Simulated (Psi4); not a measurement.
Complex: H2 (SMILES [H][H]) (first 2 atoms) with H2 (SMILES [H][H]); geometry from B3LYP-D3(BJ)/def2-TZVP, rigid monomers moved along the line of their centres of mass till H1···H4 is 3.38 Å.
(charge 0, multiplicity 1):
```xyz
4

H      0.01919     0.21922    -0.28212
H      0.18702    -0.10959    -0.92802
H     -0.25291     0.21985     3.44481
H     -0.00655    -0.35779     3.04587
```

Computed with Psi4 with SAPT0/jun-cc-pV(D+d)Z.

Q: Which attractive term is largest, and how does the interaction split up?

A: electrostatics -0.02, exchange 0.03, induction 0.00, dispersion -0.02, total -0.02 kcal/mol; the largest attraction is dispersion.
